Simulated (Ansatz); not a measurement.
1-ethyl-3-methylimidazolium (C₆H₁₁N₂⁺) was relaxed with r2SCAN-D4 (def2-SVP) in Ansatz in these states: charge +1 singlet, neutral doublet. The geometries follow in no particular order.

A:

```csv
atom,x (Å),y (Å),z (Å)
C1,0.242,-2.134,1.819
C2,-0.458,-1.910,0.489
N3,-0.414,-0.498,0.066
C4,-1.187,0.520,0.584
C5,-0.797,1.677,-0.036
N6,0.211,1.342,-0.917
C7,0.913,2.273,-1.798
C8,0.426,0.022,-0.838
H9,0.178,-3.199,2.085
H10,-0.230,-1.556,2.628
H11,1.306,-1.859,1.764
H12,0.005,-2.496,-0.319
H13,-1.520,-2.195,0.532
H14,-1.949,0.342,1.340
H15,-1.155,2.699,0.073
H16,0.196,2.740,-2.488
H17,1.666,1.723,-2.373
H18,1.407,3.047,-1.195
H19,1.160,-0.538,-1.416
```

B:

Cartesian coordinates in Å:
```
C 2.2981 -0.3333 -1.1763
C 1.4384 -1.3927 -0.4909
N 0.2915 -0.8493 0.2085
C 0.3831 -0.2135 1.4431
C -0.7061 0.5837 1.6010
N -1.5069 0.4669 0.4695
C -2.4953 1.4390 0.0845
C -0.8042 -0.2910 -0.5011
H 3.1284 -0.7964 -1.7322
H 2.7224 0.3636 -0.4360
H 1.6826 0.2511 -1.8778
H 1.0634 -2.1171 -1.2350
H 2.0333 -1.9693 0.2380
H 1.1926 -0.4322 2.1380
H -1.0108 1.1870 2.4546
H -3.0146 1.8141 0.9790
H -3.2445 0.9701 -0.5734
H -2.0535 2.2977 -0.4613
H -1.3981 -0.9785 -1.1321
```

Task: Judge from the bond lengths which geometry belongs to which state (an estimate).

Result: A is the charge +1 singlet (N3–C8 1.339 Å, N6–C8 1.340 Å, C2–N3 1.475 Å); B is the neutral doublet (N3–C8 1.420 Å, N6–C8 1.418 Å, C2–N3 1.449 Å).
